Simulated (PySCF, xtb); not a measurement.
Scan of F₂Sr, singlet: symmetric bend, bond length relaxed. Scanned: F-Sr-F angle. Other coordinates (Sr-F bond length) were minimised at B3LYP/def2-TZVP.

M06-2X/def2-TZVP, def2 effective core potentials past Kr (PySCF); GFN1-xTB (xtb); CCSD on RHF/def2-TZVP, 2 core orbitals frozen, def2 effective core potentials past Kr (PySCF).

Energies in kcal/mol, each method relative to its own lowest point.

```csv
a / °,M06-2X,GFN1-xTB,CCSD
180,2.07,2.91,___
170,1.83,2.75,1.35
160,___,2.26,0.81
150,0.54,1.63,___
140,___,0.94,0.00
130,0.00,0.32,0.23
120,0.58,0.00,1.12
110,2.00,___,2.88
100,4.48,1.26,5.85
90,8.50,3.25,10.53
80,14.96,7.01,17.62
```

Complete the blanks.


- 180, CCSD: 1.58
- 160, M06-2X: 1.21
- 150, CCSD: 0.27
- 140, M06-2X: 0.06
- 110, GFN1-xTB: 0.28
